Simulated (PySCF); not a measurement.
From one molecule to another.

First species: C3H14OSi3.
Atom-mapped SMILES: `[CH3:1][CH2:2][CH2:3][SiH2:4][SiH2:5][O:6][SiH3:7]` (hydrogens: H8, H9, H10 on C1; H11, H12 on C2; H13, H14 on C3; H15, H16 on Si4; H17, H18 on Si5; H19, H20, H21 on Si7)

Second species: C₃H₁₄OSi₃.
Numbering: `[CH3:1][CH2:2][Si@@H:3]([CH3:4])[O:5][SiH2:6][SiH3:7]` (hydrogens: H8, H9, H10 on C1; H11, H12 on C2; H13 on Si3; H14, H15, H16 on C4; H17, H18 on Si6; H19, H20, H21 on Si7)

Structure used (PBE0-D3(BJ)/def2-SVP), in Å, numbered top down from 1:
```xyz
21
C3H14OSi3 angstrom
C     -3.1778   -1.1408    0.4294
C     -1.6651   -1.1256    0.6338
Si    -0.7513    0.0898   -0.4654
C     -1.2664    1.8591   -0.1306
O      0.8889   -0.0797   -0.1924
Si     2.2318    0.6192    0.4817
Si     4.1148   -0.5156   -0.3271
H     -3.6708   -1.8898    1.0686
H     -3.4443   -1.3776   -0.6135
H     -3.6318   -0.1651    0.6663
H     -1.2365   -2.1250    0.4435
H     -1.4149   -0.8882    1.6830
H     -0.9987   -0.2472   -1.9020
H     -0.6932    2.5622   -0.7551
H     -2.3349    2.0087   -0.3529
H     -1.1001    2.1269    0.9253
H      2.1743    0.5337    1.9771
H      2.3081    2.0736    0.1247
H      4.0461   -1.9639    0.0400
H      4.1900   -0.4005   -1.8164
H      5.3622    0.0675    0.2611
```

Levels: B3LYP/def2-SVPD for dipole moment, HOMO energy, LUMO energy, HOMO–LUMO gap, static isotropic polarisability and electronic spatial extent ⟨r²⟩ about the centre of nuclear charge; TDDFT B3LYP/def2-SVPD for lowest singlet excitation; TDA B3LYP/def2-SVPD for lowest triplet excitation (Tamm–Dancoff); ΔSCF B3LYP/def2-SVPD for vertical ionisation energy; PBE0-D3(BJ)/def2-SVP for rotational constant A and rotational constant C. Geometries: PBE0-D3(BJ)/def2-SVP. All species are isolated and taken at one optimised geometry, non-relativistic unless stated; the electronic structure was computed with PySCF and density fitting.

The conformers computed, where there is a choice (atom-mapped SMILES and torsion angles):
- `[CH3:1][CH2:2][CH2:3][SiH2:4][SiH2:5][O:6][SiH3:7]`: C1–C2–C3–Si4 179°, C2–C3–Si4–Si5 59°, C3–Si4–Si5–O6 176°, Si4–Si5–O6–Si7 47°
- `[CH3:1][CH2:2][Si@@H:3]([CH3:4])[O:5][SiH2:6][SiH3:7]`: C1–C2–Si3–C4 62°, C2–Si3–O5–Si6 -108°, Si3–O5–Si6–Si7 -166°

Values for the first species:

| Item | Value |
| --- | --- |
| Dipole moment | 1.29 D |
| HOMO energy | -7.40 eV |
| LUMO energy | -0.74 eV |
| HOMO–LUMO gap | 6.66 eV |
| Lowest singlet excitation | 5.72 eV |
| Lowest triplet excitation (Tamm–Dancoff) | 5.23 eV |
| Static isotropic polarisability | 125.7 au |
| Vertical ionisation energy | 9.29 eV |
| Electronic spatial extent ⟨r²⟩ about the centre of nuclear charge | 2534 bohr² |
| Rotational constant A | 3.694 GHz |
| Rotational constant C | 0.457 GHz |

(1) Estimate the same properties for the second species, and the change in each.

Results:

(1) 
| property | first | second | second less first |
| --- | --- | --- | --- |
| dipole moment | 1.29 D | 1.28 D | -0.01 D |
| HOMO energy | -7.40 eV | -7.60 eV | -0.20 eV |
| LUMO energy | -0.74 eV | -0.37 eV | +0.37 eV |
| HOMO–LUMO gap | 6.66 eV | 7.23 eV | +0.57 eV |
| lowest singlet excitation | 5.72 eV | 6.22 eV | +0.50 eV |
| lowest triplet excitation (Tamm–Dancoff) | 5.23 eV | 5.70 eV | +0.47 eV |
| static isotropic polarisability | 125.7 au | 125.3 au | -0.4 au |
| vertical ionisation energy | 9.29 eV | 9.34 eV | +0.05 eV |
| electronic spatial extent ⟨r²⟩ about the centre of nuclear charge | 2534 bohr² | 2341 bohr² | -193 bohr² |
| rotational constant A | 3.694 GHz | 3.069 GHz | -0.625 GHz |
| rotational constant C | 0.457 GHz | 0.503 GHz | +0.046 GHz |

On the first: The polarisability is 18.63 Å³ as a volume (1 au = 0.148185 Å³), or 1.53 au for each of the 82 electrons. The ΔSCF ionisation energy exceeds −ε(HOMO) by 1.89 eV with B3LYP.

On the second: No computed singlet falls in the visible range (750 to 380 nm, 1.65 to 3.26 eV); S1 lies 2.96 eV above its blue end. The vertical singlet–triplet gap S1 − T1 is 0.52 eV (TDDFT singlet less Tamm–Dancoff triplet; S1: HOMO→LUMO, weight 0.96; T1: HOMO→LUMO, weight 0.89).
